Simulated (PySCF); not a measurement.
# The third ionisation energy along the second row

All values are computed (PySCF 2.14, energy differences of UHF-based or UKS calculations, no spin-orbit coupling). Values in eV. The last column holds reference values (NIST; (s) semi-empirical, (t) theoretical, else measured). Unmarked ones compare directly (S terms, centres of terms, or small fine structure); those marked * lie between the lowest fine-structure levels and include a spin-orbit shift.

```csv
element,configurations,UHF,SCS-MP2 (valence),PBE0,r2SCAN,SCS-MP2 (valence and next inner shell),CCSD (valence and next inner shell),reference
"B (x2c-TZVPPall with one added diffuse shell each of s, p, d type, spin-free X2C)",[He] 2s1 → 1s2,37.821,n/a,38.223,37.852,37.839,37.842,37.931
"C (x2c-TZVPPall with one added diffuse shell each of s, p, d type, spin-free X2C)",[He] 2s2 → [He] 2s1,45.795,47.187,47.056,46.631,47.203,47.762,47.888
"N (x2c-TZVPPall with one added diffuse shell each of s, p, d type, spin-free X2C)",[He] 2s2 2p1 → [He] 2s2,47.293,47.415,48.001,48.216,47.426,47.240,47.445 (s) *
"O (x2c-TZVPPall with one added diffuse shell each of s, p, d type, spin-free X2C)",[He] 2s2 2p2 → [He] 2s2 2p1,54.600,54.826,55.297,55.595,54.838,54.773,54.936 (s) *
"F (x2c-TZVPPall with one added diffuse shell each of s, p, d type, spin-free X2C)",[He] 2s2 2p3 → [He] 2s2 2p2,62.247,62.562,62.926,63.166,62.574,62.616,62.708 (s) *
"Ne (x2c-TZVPPall with one added diffuse shell each of s, p, d type, spin-free X2C)",[He] 2s2 2p4 → [He] 2s2 2p3,61.848,63.096,63.736,63.619,63.099,63.056,63.423 *
```

"Valence" correlates the outer s and p shells and, in groups 3 to 12 and the f block, the outer d or f shell, open or full, or the next shell where the ion has no valence electron left; the wider scheme adds the next inner shell.
